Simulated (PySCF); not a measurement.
# C₆ coefficients of unlike pairs at PBE0

Calculated with PySCF 2.14 from the dipole response of each species, C₆(A,B) = (3/π) ∫ α_A(iu) α_B(iu) du, in atomic units, from isotropic polarisabilities. For ions this is the dispersion term alone; charge-induced terms of lower order in 1/R come first.

```csv
species,configuration,basis,relativity,α (bohr³),C₆ (like pair)
Ba²⁺,[Xe] (1S),"aug-cc-pwCVTZ-X2C with one added diffuse shell each of s, p, d, f type (12s11p9d5f)",spin-free X2C,10.65,77.17
I⁺,[Kr] 4d10 5s2 5p4 (3P),aug-cc-pVTZ-DK3 (8s7p5d2f),spin-free X2C,20.29,171.2
F²⁺,[He] 2s2 2p3 (4S),def2-TZVPPD (6s4p3d1f),none,1.228,1.538
Re,[Xe] 4f14 5d5 6s2 (6S),aug-cc-pVDZ-PP with ECP60MDF (5s5p4d2f),core potential,67.51,778.0
```

Task: Estimate C₆ for Re with Ba²⁺.

Result: The integral gives 212.5. The combination rule 2 C_A C_B / (C_A α_B/α_A + C_B α_A/α_B) gives 196.2 and the geometric mean 245.0.

No spin-orbit coupling is included.

The other pairs:

| pair | C₆ |
| --- | --- |
| Re, I⁺ | 344.8 |
| F²⁺, Ba²⁺ | 10.59 |
| Re, F²⁺ | 26.88 |
| F²⁺, I⁺ | 14.66 |
| I⁺, Ba²⁺ | 111.9 |
